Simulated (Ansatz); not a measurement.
CH7ClGeSi, SMILES `[CH3][GeH]([SiH3])[Cl]`, relaxed with RKS PBE-D4/def2-SVP in Ansatz 0.2.0 from a rough embedded geometry. The force threshold is 0.03 eV/Å; the program also tests the step.

Charge 0, multiplicity 1.

Start:

```xyz
11

C    -1.040   -1.205   -0.559
Ge   -0.289   -0.123    0.803
Si    1.316    1.193   -0.151
Cl   -1.730    1.115    1.687
H    -1.546   -0.599   -1.332
H    -1.884   -1.891   -0.118
H    -0.291   -1.891   -1.032
H     0.385   -1.048    1.889
H     0.745    2.048   -1.244
H     2.379    0.346   -0.793
H     1.954    2.055    0.851
```

| step | energy (eV) | largest force (eV/Å) | largest move (Å) |
| --- | --- | --- | --- |
| 1 | -78036.8831 | 2.210 | 0.000 |
| 2 | -78037.1815 | 0.751 | 0.175 |
| 3 | -78037.2094 | 0.129 | 0.069 |
| 4 | -78037.2143 | 0.035 | 0.032 |
| 5 (rejected) | -78037.2142 | 0.097 | 0.063 |
| 6 | -78037.2160 | 0.028 | 0.031 |
| 7 | -78037.2170 | 0.015 | 0.051 |

End:

```xyz
11

C    -1.143   -1.313   -0.570
Ge   -0.216   -0.207    0.761
Si    1.423    1.271   -0.171
Cl   -1.719    1.137    1.653
H    -1.580   -0.665   -1.354
H    -1.954   -1.887   -0.082
H    -0.428   -2.019   -1.038
H     0.327   -1.079    1.929
H     0.756    2.129   -1.211
H     2.533    0.486   -0.822
H     2.001    2.146    0.905
```

It took 9 s on 4 threads of a server CPU on a shared host, with 0.2 GiB of host memory at the peak.
